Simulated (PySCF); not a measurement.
# RuOBr, quartet: data card

Computed with UPBE0/[Ru def2-SVP with ECP28, O def2-SVP, Br def2-SVP], scalar-relativistic core potentials, density fitting, no spin–orbit coupling, PySCF.

The structure is a minimum.

| Item | Value |
| --- | --- |
| Point group | Cs |
| Bond lengths | Ru–Br 2.373 Å, Ru–O 1.667 Å |
| Bond angles | Br–Ru–O 121.8° |
| Principal polarisabilities | 37.0, 44.7, 73.5 bohr³ |
| Highest occupied level (α) | -7.29 eV |
| Principal quadrupole moments (Buckingham, traceless) about the centre of mass | -7.24, 2.08, 5.15 D Å |
| Atomisation energy without zero-point energy | 763 kJ/mol |
| Entropy at 298.15 K and 1 bar (electronic part: spin only) | 315.0 J/(mol K) |
| Lowest empty level (β) | -3.66 eV |
| Dipole moment | 2.64 D |
| Spin squared ⟨S²⟩ | 3.764 |
| Enthalpy at 298.15 K above 0 K | 12.95 kJ/mol |
| Zero-point energy | 8.4 kJ/mol |
| Heat capacity Cp at 298.15 K | 50.0 J/(mol K) |
| Rotational constants | 0.7079, 0.05439, 0.05051 cm⁻¹ |
| Rotational symmetry number | 1 |

Harmonic modes (masses in u: Ru 101.904, O 15.995, Br 78.918):
```csv
symmetry,ω (cm⁻¹),IR (km/mol)
a',129,10.0
a',287,24.8
a',992,105
```

Charges (e):
```json
{"atom": "Ru1", "Mulliken": "0.57", "Löwdin": "-0.04", "polar tensor": "1.11", "spin (Mulliken)": "2.45", "Mayer order to Ru1": "–"}
{"atom": "O2", "Mulliken": "-0.36", "Löwdin": "-0.07", "polar tensor": "-0.64", "spin (Mulliken)": "0.54", "Mayer order to Ru1": "2.05"}
{"atom": "Br3", "Mulliken": "-0.21", "Löwdin": "0.10", "polar tensor": "-0.46", "spin (Mulliken)": "0.02", "Mayer order to Ru1": "1.18"}
```

Mulliken populations on Ru1 (electrons outside its core potential): s 2.46, p 6.38, d 6.56, f 0.02.

Formally Ru is in oxidation state +3, d5, with 3 unpaired electrons (the high-spin count would be 5). The Mulliken spin on Ru is 2.45. The polar-tensor charge on Ru, 1.11, is far below the formal one.

Only a few start shapes were tried, so a lower isomer may exist. Open d and f shells are described by one determinant, and the ground state may have another occupation or spin.

The final relaxation and frequency run took about 100 core-seconds on a shared host.
